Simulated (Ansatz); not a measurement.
Geometry optimisation, UKS PBE-D4/def2-SVP in Ansatz 0.2.0.

input.yaml

```yaml
crystal:
  periodic: [false, false, false]
  atoms:
    - { symbol: Si, position_ang: [-0.4804, 0.2064, -0.5808] }
    - { symbol: F, position_ang: [1.5123, 0.2901, -0.784] }
    - { symbol: H, position_ang: [-0.3784, -0.102, -1.9977] }
    - { symbol: H, position_ang: [-1.8522, 0.7065, -0.378] }
    - { symbol: C, position_ang: [-0.1876, -1.057, 0.7965] }
    - { symbol: H, position_ang: [1.5413, 1.4191, -0.3885] }
    - { symbol: Cl, position_ang: [0.2453, 2.4927, 0.0894] }
    - { symbol: H, position_ang: [-1.0733, -1.6662, 0.9362] }
    - { symbol: H, position_ang: [0.6415, -1.7162, 0.563] }
    - { symbol: H, position_ang: [0.0314, -0.5733, 1.744] }
magnetization:
  spin_polarized: true
basis:
  gaussian: { orbitals: def2-SVP }
hamiltonian:
  xc: pbe
  dispersion: d4
relax:
  f_tol: 0.15
  max_steps: 25
  restrain:
    - { distance: [0, 6], at: 3.43, k: 30.0 }
    - { distance: [5, 1], at: 2.18, k: 30.0 }
    - { distance: [0, 1], at: 1.68, k: 30.0 }
    - { distance: [5, 6], at: 1.33, k: 30.0 }
```

Run as:

```bash
$ ansatz run input.yaml --threads 2 --pin off --max-ram 3072MiB --backend cpu --events-out ev --progress --plain --runs-dir out
```

Where does it end, and by what steps?

The forces met the threshold. The restraints hold the end off the free minimum. After 15 steps the energy has fallen by 1.432 eV (the restraints' own energy left out); H3 moved furthest, 1.12 Å. Parted: Si1–Cl7. Joined: H6–Cl7.

| step | energy less start (eV) | largest force component (eV/Å) | accepted |
| --- | --- | --- | --- |
| 0 | 0.0000 | 2.192 | yes |
| 1 | 0.4588 | 1.774 | yes |
| 2 | 0.4701 | 2.259 | yes |
| 3 | 0.2506 | 2.209 | yes |
| 4 | -0.4500 | 1.227 | yes |
| 5 | -0.9130 | 0.952 | yes |
| 6 | -1.1796 | 0.539 | yes |
| 7 | -1.3004 | 0.511 | yes |
| 8 | -1.3460 | 0.866 | yes |
| 9 | -1.3738 | 0.731 | yes |
| 10 | -1.3976 | 0.694 | yes |
| 11 | -1.4246 | 0.317 | yes |
| 12 | -1.4280 | 0.327 | yes |
| 13 | -1.4262 | 0.317 | yes |
| 14 | -1.4266 | 0.375 | no |
| 15 | -1.4318 | 0.326 | yes |

```xyz
10
Properties=species:S:1:pos:R:3
Si -0.348 -0.177 -0.892
F 1.126 0.453 -1.362
H -0.712 -1.168 -1.964
H -1.348 0.939 -0.883
C -0.174 -1.037 0.759
H 1.331 2.118 0.016
Cl 0.579 2.526 1.018
H -1.168 -1.401 1.089
H 0.503 -1.909 0.688
H 0.211 -0.344 1.530
```

Whether the end is a true minimum wasn't checked by a vibrational analysis.

Run time: 48 s on 2 threads of Arm Neoverse V1, on a shared host, peak memory 0.18 GiB.
